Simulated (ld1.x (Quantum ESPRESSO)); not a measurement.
Configuration tests for O (Z = 8) (ultrasoft)

```
Element                 : O (Z = 8)
Generator               : ld1.x (Quantum ESPRESSO) 7.5
Type                    : ultrasoft
Functional              : revPBE
Relativity              : scalar-relativistic
Frozen core             : [He]
Valence charge          : 6
Reference configuration : 2s2 2p3.5 (charge +0.5)
Partial waves           : 2s (bound): rcut 0.65, rcutus 0.75 bohr; 2s channel at -1.3 Ry: rcut 0.65, rcutus 0.75 bohr; 2p (bound): rcut 1.65, rcutus 1.90 bohr; 2p channel at -0.85 Ry: rcut 1.65, rcutus 1.90 bohr
Local potential         : all-electron potential smoothed inside 1.60 bohr (lloc = -1)
Core correction         : none
Augmentation charge     : PSQ, radius 0.45 bohr
```

Energies are relative to the spin-unpolarised reference configuration 2s2 2p3.5; without spin polarisation the order of configurations can differ from experiment.

Give the all-electron excitation energy and the error of the potential for: 2s2 2p4; 2s2 2p3; 2s2 2p2; 2s0 2p6; 2s1 2p5; 2s2 2p4.3; 2s2 2p1.

```
valence configuration  charge  ΔE all-electron (eV)  error AE − PS (meV)
              2s2 2p4       0                -6.256                 +1.1
              2s2 2p3      +1                10.116                 +0.8
              2s2 2p2      +2                43.639                  +26
              2s0 2p6       0                23.856                 +460
              2s1 2p5       0                 8.787                 +137
            2s2 2p4.3    -0.3                -8.360                 +2.2
              2s2 2p1      +3                97.425                 +203
```

Levels in the configuration 2s0 2p6:

| level | all-electron (eV) | pseudo (eV) |
| --- | --- | --- |
| 2p | -9.803 | -9.809 |
